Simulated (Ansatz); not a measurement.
Frontier orbitals of `[F][Sn-]1[O]C=CC=[O+]1`.

Charge 0, multiplicity 1. Correlated methods include outer-core shells of Sn, which these sets cover unevenly. Sn takes the def2 core potential. The geometry is a stationary point of PBE0-D4/def2-TZVP. Basis def2-TZVPP, the Gaussian-basis code of Ansatz.

```csv
functional,HOMO (eV),LUMO (eV),gap (eV)
PBE,-6.42,-3.00,3.42
B97M-V,-6.61,-2.78,3.83
PBE0,-7.51,-2.10,5.41
r2SCANh,-7.07,-2.55,4.52
CAM-B3LYP,-8.76,-0.99,7.77
ωB97M-V,-9.61,0.02,9.63
```

From PBE to PBE0 the HOMO moves by −1.09 eV and the LUMO by +0.90 eV, and with ωB97M-V by −3.18 and +3.03 eV, so the gap grows from 3.42 to 9.63 eV with exact exchange. A positive LUMO is unbound and depends on the basis.
